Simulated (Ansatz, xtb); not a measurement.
## C5H9Ga: which of two isomers lies lower

Structure a is `C=C[CH2][GaH][CH]=C`, a singlet and structure b is `C=C/C=C\[CH2][GaH2]`, a singlet. Both are isolated molecules in the gas phase, relaxed with B3LYP-D3(BJ)/def2-SVP; the shapes shown needn't be the lowest conformers.

a (Å):

```xyz
15

C    -2.0620    0.8405    0.0697
C    -1.4691    1.1987    1.2239
C    -0.1617    1.9074    1.3573
C     1.8249   -0.1043   -0.5668
C     2.5576   -1.2120   -0.7655
Ga    1.0270    0.3043    1.1785
H    -2.9934    0.2695    0.0617
H    -1.6435    1.1262   -0.9015
H    -1.9381    0.8742    2.1622
H     0.0312    2.6008    0.5255
H    -0.0601    2.4317    2.3166
H     1.1878   -0.7270    2.3583
H     1.7011    0.5827   -1.4151
H     2.7261   -1.9458    0.0324
H     3.0251   -1.4481   -1.7306
```

b (Å):

```xyz
15

C     0.4008    2.8832    1.6008
C     1.1884    1.8277    1.3282
C     1.3564    1.2584    0.0014
C     2.1672    0.2149   -0.3282
C     2.9560   -0.6459    0.5948
Ga    1.4135   -1.8666    1.0078
H     0.3084    3.2814    2.6138
H    -0.1776    3.3791    0.8147
H     1.7434    1.3618    2.1495
H     0.7989    1.7450   -0.8062
H     2.1818   -0.0803   -1.3840
H     3.3086   -0.1351    1.5001
H     3.7889   -1.1510    0.0894
H     0.9956   -2.9533   -0.0494
H     0.5536   -1.5469    2.2833
```

**Question.** Estimate E(b) − E(a) at the level CCSD(T)/def2-SVP + ΔMP2/def2-TZVPP.

**Answer.** Too close to call at this level: CCSD(T)/def2-SVP + ΔMP2/def2-TZVPP gives E(b) − E(a) = +0.042 eV.

The same difference at several levels:

```json
{"level": "B3LYP-D3(BJ)/def2-SVP", "geometry": "B3LYP-D3(BJ)/def2-SVP", "E(b) − E(a) (eV)": "−0.139", "departure from the last row (eV)": "−0.181", "job, with rough time for the two": "optimisation, 4 min"}
{"level": "HF/def2-SVP", "geometry": "B3LYP-D3(BJ)/def2-SVP", "E(b) − E(a) (eV)": "+0.028", "departure from the last row (eV)": "−0.013", "job, with rough time for the two": "part of the CCSD(T) run"}
{"level": "MP2/def2-SVP", "geometry": "B3LYP-D3(BJ)/def2-SVP", "E(b) − E(a) (eV)": "−0.068", "departure from the last row (eV)": "−0.109", "job, with rough time for the two": "part of the CCSD(T) run"}
{"level": "CCSD(T)/def2-SVP", "geometry": "B3LYP-D3(BJ)/def2-SVP", "E(b) − E(a) (eV)": "−0.046", "departure from the last row (eV)": "−0.088", "job, with rough time for the two": "single point"}
{"level": "CCSD(T)/def2-SVP + ΔMP2/def2-TZVPP", "geometry": "B3LYP-D3(BJ)/def2-SVP", "E(b) − E(a) (eV)": "+0.042", "departure from the last row (eV)": "", "job, with rough time for the two": "single point, 91 s"}
```

As drawn, b has 1 C–C, 1 Ga–H in place of 1 C–Ga, 1 C–H.

The largest departure from CCSD(T)/def2-SVP + ΔMP2/def2-TZVPP is that of B3LYP-D3(BJ)/def2-SVP, 0.181 eV. Levels run at GFN2-xTB geometries aren't shown. The last row adds to CCSD(T) the change of the MP2 difference between the two basis sets, here +0.088 eV.

With thermal terms from frequencies at re-optimised GFN2-xTB minima (ideal gas, soft modes damped towards free rotors, one conformer each, 298.15 K, 1 atm): on the last row, ΔE + ΔZPE = −0.006, ΔH = −0.030, ΔG = +0.035 eV.

The correlated steps freeze 14 core orbitals; the filled d shell of Ga is correlated, in a basis made for valence electrons. Run with Ansatz 0.2.0, xtb 6.7.1; the last row on 4 threads of Arm Neoverse V1 on a shared host.
